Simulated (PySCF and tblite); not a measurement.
Results of a calculation; reference values are marked as such.
C4H13FS3Si3, numbered as in [CH3:1][Si:2]1([CH3:3])[S:4][SiH:5]([F:6])[S:7][Si:8]([CH3:9])([CH3:10])[S:11]1.

Free energies: PBE0-D3(BJ)/def2-SVP (IEF-PCM, dimethylsulfoxide) on GFN2-xTB structures plus GFN2-xTB thermal terms, symmetry and mirror images included. Conformers within 3 kcal/mol (GFN2-xTB free energy) were kept, 4 at most. GIAO shieldings: KT3/pcSseg-1 (IEF-PCM, dimethylsulfoxide). Shifts are against TMS (¹H), TMS (¹³C), TMS (²⁹Si) at the same level. Codes: tblite and PySCF.

The 6-ring runs over atoms 2–4–5–7–8–11. Of a mirror pair one member is shown.

```
conformer                                                                           shape   symmetry  E(GFN2) kcal/mol  E(DFT) kcal/mol
        1                   6-ring twist-boat (ring torsions -29, -37, 74, -35, -36, 71°)  C1 (pair)              0.00             0.00
        2  6-ring between boat and twist-boat (ring torsions 68, -18, -49, 65, -12, -49°)  C1 (pair)              0.87             0.78
        3                                                 6-ring chair (C3, F6, C9 axial)         Cs              0.80             0.96
        4                     6-ring twist-boat (ring torsions -72, 29, 42, -71, 24, 40°)  C1 (pair)              0.98             2.17
```

Q: How much do the weights at 298.15 K and the averaged shift of C1/C10 depend on how the conformers are weighted?

A: 
| weighting | 1 (%) | 2 (%) | 3 (%) | 4 (%) | δ (ppm) | rms dipole (D) |
| --- | --- | --- | --- | --- | --- | --- |
| DFT energy with thermal terms, symmetry and mirror images (full scheme) | 61 | 31 | 5 | 2 | 10.1 | 2.73 |
| DFT energy with symmetry and mirror images | 72 | 19 | 7 | 2 | 9.9 | 2.60 |
| bare DFT energy | 67 | 18 | 13 | 2 | 9.8 | 2.62 |
| GFN2-xTB energy with symmetry and mirror images | 65 | 15 | 8 | 12 | 9.7 | 2.85 |
| GFN2-xTB free energy | 55 | 24 | 6 | 14 | 9.8 | 2.99 |
| leading conformer alone | 100 | 0 | 0 | 0 | 9.7 | 2.29 |
| equal weights | 25 | 25 | 25 | 25 | 9.4 | 3.32 |
| full scheme, search stopped after three starts | 0 | 94 | 0 | 6 | 11.0 | 3.39 |

The largest departure from the full scheme, 1.0 ppm, comes with: full scheme, search stopped after three starts.

For its torsions the set is small; conformers may be missing.


Conformer gaps in def2-SVP on xTB geometries can be 2 kcal/mol too large for S=O, P=O and other polar bonds.